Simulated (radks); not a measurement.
Trend from C3+ to Pb3+: ionisation energy by Delta-SCF between NIST ground configurations, and size. Calculated with a radial shooting solver on a logarithmic mesh with Libxc functionals: scalar-relativistic Kohn-Sham, LDA (Slater exchange, Perdew-Wang correlation), spin-polarised, spherical densities, finite nucleus; open shells are filled with parallel spins first (spin-orbit coupling, left out, can overturn this in heavy ions); Fermi nuclear charge, rms radius of each element as measured or else 0.836 A^(1/3) + 0.57 fm.

species       configuration  configuration of the ion  IE (eV)  NIST (eV)  kind  -e(HOMO) (eV)  r at 0.001 e/bohr^3 (bohr)
C3+                [He] 2s1                      [He]   64.393     64.494  exp.    57.284 (2s)                        2.45
Si3+               [Ne] 3s1                      [Ne]   45.638     45.142  exp.    40.509 (3s)                        3.02
Ge3+          [Ar] 3d10 4s1                 [Ar] 3d10   47.036     45.716  exp.    41.539 (4s)                        3.03
Sn3+          [Kr] 4d10 5s1                 [Kr] 4d10   41.828      40.74  exp.    36.929 (5s)                        3.31
Pb3+     [Xe] 4f14 5d10 6s1            [Xe] 4f14 5d10   43.393     42.333  exp.    38.363 (6s)                        3.37

Reference values: NIST Atomic Spectra Database (exp. = measured, semi-emp. = semi-empirical, theory = theoretical value adopted there).
